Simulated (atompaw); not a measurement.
Before and after: PAW (atompaw) potential for copper

Cu (Z = 29), PAW, made with atompaw 4.2.0.5 (PBE, scalar-relativistic). Core [Ne] 3s2, reference 3p6 3d10 4s0 4p1. Waves: 4s (bound, empty): rc 1.95 bohr; 4s channel at 3.55 Ry: rc 1.95 bohr; 3p (bound): rc 1.20 bohr; 4p (bound): rc 1.95 bohr; 3d (bound): rc 1.10 bohr; 3d channel at 0.4 Ry: rc 1.10 bohr. Local part: bessel scheme, radius 1.45 bohr. Core correction: smooth core density matched at 1.35 bohr. Augmentation charge: sinc compensation charge, radius 1.80 bohr; PAW radius 1.95 bohr; waves and projectors: custom polynom gramschmidtortho.

Change: wave 4s channel at 3.55 Ry: rc 1.95 bohr becomes 4s channel at 3.55 Ry: rc 1.18 bohr.

Cutoffs: the cutoffs (Ry, on a coarse ladder) from which the occupation-weighted sum of valence levels, in a spherical-Bessel basis at the reference potential, stays within 10 and 1 mRy of its value at 400 Ry; they do not see the model core or the augmentation charge, which bear on the density cutoff.

Question: What does the change do?

Answer: The potential gets neither clearly harder nor softer (140 Ry and 230 Ry → 140 Ry and 230 Ry); a bound ghost appears in s, which as a rule spoils a file.

| quantity | base | changed |
| --- | --- | --- |
| cutoff, loose | 140 Ry | 140 Ry |
| cutoff, tight | 230 Ry | 230 Ry |
| bound ghosts | none | s |
| s: phases at 1.95 bohr within 0.05 rad from the reference energy up to (Ry; the scan ends near 5) | 0.0 | n/a |
| p: phases at 1.95 bohr within 0.05 rad from the reference energy up to (Ry; the scan ends near 5) | to the end of the scan | to the end of the scan |
| d: phases at 1.95 bohr within 0.05 rad from the reference energy up to (Ry; the scan ends near 5) | to the end of the scan | to the end of the scan |
| lowest overlap eigenvalue by channel | s 0.12, p 0.59, d 0.99 | s 0.09, p 0.59, d 0.99 |

 A true bound ghost makes a file unfit for plane-wave use even where its test errors are small: the radial tests pick states by their node count and pass the ghost by. The cutoffs see the waves, projectors and local potential, not the compensation charge or the core.
